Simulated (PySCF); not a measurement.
Job for PySCF: D3(BJ) and D4 dispersion corrections on C3H5Cl (a complex).

```python
from pyscf import gto
from pyscf.dispersion import dftd3, dftd4

mol = gto.M(
    atom='''
    C     0.41051972    0.07596698    0.03502410
    C     0.55043701   -0.81996688   -0.74703761
    H     0.28303593    0.85982101    0.74464672
    H     0.67620536   -1.60768192   -1.44911977
    C    -0.30541224   -0.74213277    3.47661844
    Cl   -0.25631001    1.05504346    3.44666670
    H     0.45498682   -1.08756550    4.16997221
    H    -1.29410657   -1.04564023    3.80630199
    H    -0.10525911   -1.10279925    2.47218366
    ''',
    basis='def2-svp',
    charge=0, spin=0, verbose=0, max_memory=1800)
d3, d4 = {}, {}
for xc in ['hf', 'pbe', 'blyp', 'revpbe', 'tpss', 'r2scan', 'b3lyp', 'pbe0', 'bhlyp', 'camb3lyp', 'b2plyp']:
    d3[xc] = float(dftd3.DFTD3Dispersion(mol, xc=xc, version='d3bj', atm=False).get_dispersion()['energy'])
    print(f'D3(BJ) {xc:10s} {d3[xc]:14.8f} Eh')
for xc in ['hf', 'pbe', 'blyp', 'revpbe', 'tpss', 'r2scan', 'b3lyp', 'pbe0', 'bhlyp', 'camb3lyp', 'b2plyp']:
    d4[xc] = float(dftd4.DFTD4Dispersion(mol, xc={'camb3lyp': 'cam-b3lyp'}.get(xc, xc), atm=True).get_dispersion()['energy'])
    print(f'D4     {xc:10s} {d4[xc]:14.8f} Eh')
```

The log:

```
D3(BJ) hf            -0.03984871 Eh
D3(BJ) pbe           -0.00512755 Eh
D3(BJ) blyp          -0.01065981 Eh
D3(BJ) revpbe        -0.01297919 Eh
D3(BJ) tpss          -0.00643927 Eh
D3(BJ) r2scan        -0.00153116 Eh
D3(BJ) b3lyp         -0.00868558 Eh
D3(BJ) pbe0          -0.00444229 Eh
D3(BJ) bhlyp         -0.00665342 Eh
D3(BJ) camb3lyp      -0.00400928 Eh
D3(BJ) b2plyp        -0.00398271 Eh
D4     hf            -0.01591998 Eh
D4     pbe           -0.00447596 Eh
D4     blyp          -0.00975495 Eh
D4     revpbe        -0.01441845 Eh
D4     tpss          -0.00603407 Eh
D4     r2scan        -0.00123493 Eh
D4     b3lyp         -0.00707910 Eh
D4     pbe0          -0.00382292 Eh
D4     bhlyp         -0.00508450 Eh
D4     camb3lyp      -0.00386538 Eh
D4     b2plyp        -0.00316517 Eh
```

The run finished.

Cost: about 0.04 core-seconds (a rough figure).
